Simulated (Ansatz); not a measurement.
Harmonic frequencies (cm⁻¹) at PBE0-D4/def2-TZVP from Ansatz: 34, 144, 161, 237, 412, 473, 518, 539, 615, 662, 726, 784, 872, 925, 946, 1146, 2008, 2022, 2242, 2262, 3603.

Each molecule was computed in one conformer, which needn't be the lowest.

Which molecule is it?
A. `C1NC[Se]1`
B. `C=C=N[SiH](F)F`
C. `[GaH2][NH][SiH2]Br`
D. `[CH3][GeH]1[CH]=[N]1`

C.
